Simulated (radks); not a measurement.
Problem. The mean radii <r> (bohr) of the occupied orbitals of an atom or ion are listed with their occupations. Method: scalar-relativistic Kohn-Sham, LDA (Slater exchange, VWN5 correlation), spin-polarised, spherical densities, finite nucleus; Fermi nuclear charge, rms radius of each element as measured or else 0.836 A^(1/3) + 0.57 fm; computed with a radial shooting solver on a logarithmic mesh with Libxc functionals.

| orbital | occ. | <r> |
|---|---|---|
| 1s up | 1 | 0.03266 |
| 1s down | 1 | 0.03266 |
| 2s up | 1 | 0.1410 |
| 2s down | 1 | 0.1409 |
| 2p up | 3 | 0.1228 |
| 2p down | 3 | 0.1227 |
| 3s up | 1 | 0.3567 |
| 3s down | 1 | 0.3570 |
| 3p up | 3 | 0.3482 |
| 3p down | 3 | 0.3486 |
| 3d up | 1 | 0.3119 |

Name the element and its charge. Open shells, if any, are filled with parallel spins first.

Solution. Z = 45, rhodium, charge +26: Rh26+ in [Ar] 3d1. The 1s radius gives Z: for a bare nucleus <r> = (2 gamma + 1)/(2Z) with gamma = sqrt(1 - (Z/c)^2), 0.0321 bohr for Z = 45, and screening makes it slightly larger (0.03266 here). The occupations add up to 19, and the charge is Z minus that.
